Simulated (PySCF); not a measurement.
CH3Cl2Si, SMILES C[Si](Cl)Cl, doublet (B3LYP/def2-SVP optimised geometry):

```
7

C     -0.798     0.631     0.000
Si    -0.193    -1.155     0.000
Cl    -0.879    -2.095     1.737
Cl     1.898    -1.155     0.000
H     -0.413     1.148     0.895
H     -1.898     0.660     0.017
H     -0.436     1.155    -0.898
```

Calculation: unrestricted B3LYP/def2-TZVP run with PySCF.

Q: What are the frontier orbital energies (α orbitals alone; a β orbital can be the lowest empty one) and the dipole moment?

A: HOMO-2 -9.13 eV, HOMO-1 -8.91 eV, HOMO -6.27 eV, LUMO 0.00 eV, LUMO+1 0.27 eV; dipole moment 2.11 D.

On the same geometry unrestricted PBE/def2-TZVP (PySCF 2.14.0) gives HOMO-2 -8.01 eV, HOMO-1 -7.80 eV, HOMO -5.35 eV, LUMO -0.76 eV, LUMO+1 -0.48 eV; dipole moment 2.05 D.

Meta-Löwdin charges at B3LYP/def2-TZVP: C1 -0.57, Si2 0.72, Cl3 -0.28, Cl4 -0.28, H5 0.14, H6 0.14, H7 0.14.
